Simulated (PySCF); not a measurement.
SMILES c1cc([SiH2]O)sc1 at its GFN2-xTB optimised geometry (Å):

```
13

O     -0.7908    -3.0143    -0.1866
Si    -1.5955    -1.6201     0.0345
C     -0.4060    -0.1678     0.0000
C      0.9590    -0.1678     0.0000
C      1.5336     1.1209     0.0000
C      0.5949     2.1014     0.0025
S     -1.0000     1.4627     0.0050
H     -0.2323    -3.1639    -0.9445
H     -2.1680    -1.8156     1.3589
H     -2.5933    -1.4100    -1.0179
H      1.5394    -1.0744     0.0045
H      2.5933     1.3065    -0.0016
H      0.7379     3.1639     0.0025
```

Method: PySCF with PBE0/def2-TZVP.

Map of the Laplacian of the electron density (e/bohr⁵) on the plane z = 1.5 Å:

```
|999999999999999999999999999|
|999999999999999999999999999|
|999999999999999999999999999|
|999999999999999999999999999|
|999999999999999999999999999|
|999999999999999999999999999|
|999999999999999999999999999|
|999999999999999999999999999|
|999999999999999999999999999|
|999999999999999999999999999|
|999999999999999999999999999|
|999999999999999999999999999|
|999999999999999999999999999|
|999999999999999999999999999|
|999999999999999999999999999|
|999999999999999999999999999|
|999999999999999999999999999|
|999999990999999999999999999|
|999999998999999999999999999|
|999999999999999999999999999|
|999999999999999999999999999|
|999999999999999999999999999|
|999999999999999999999999999|
|999999999999999999999999999|
|999999999999999999999999999|
|999999999999999999999999999|
|999999999999999999999999999|
```
Scale: ten equal steps from -1.31 (start of '0') to 0.057 (end of '9'), in the order '0123456789'; x runs from -5.50 to 5.50, y from -5.50 (bottom) to 5.50 (top).
